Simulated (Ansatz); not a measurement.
Consider the redistribution: `F[Si](Cl)(Cl)[SiH2]Cl` + `C=C[SiH2]O[SiH3]` → `F[Si](Cl)(Cl)O[SiH3]` + `C=C[SiH2][SiH2]Cl`.

Gas-phase electronic energies from Ansatz, PBE0-D4/def2-TZVP geometries. CCSD(T)/CBS adds triple-zeta CCSD(T) − MP2 to the extrapolated MP2 energy (def2 sets, frozen cores). DFT in def2-TZVPP. One conformer a species, not always the lowest.

```csv
level,ΔE (kJ/mol)
PBE-D4,-25.3
PBE0-D4,-28.8
ωB97M-V,-27.8
B2PLYP,-27.1
PBE,-25.9
PBE0,-29.3
CCSD/def2-TZVPP,-31.4
HF/def2-QZVPP,-30.5
```

Task: What does CCSD(T)/CBS give? (Estimate.)

Result: Computed: -28.6 kJ/mol. The listed levels differ from it by 3.3, -0.2, 0.8, 1.5, 2.7, -0.7, -2.8, -1.9 kJ/mol.

Largest T1 diagnostic among the species: 0.011.

From PBE to PBE0 (25 % exact exchange), in def2-TZVPP and without D4, ΔE moves by −3.4 kJ/mol.

CCSD(T)/CBS has its own doubt, a few kJ/mol and more with outer-core shells, so smaller differences from it don't rank the levels.
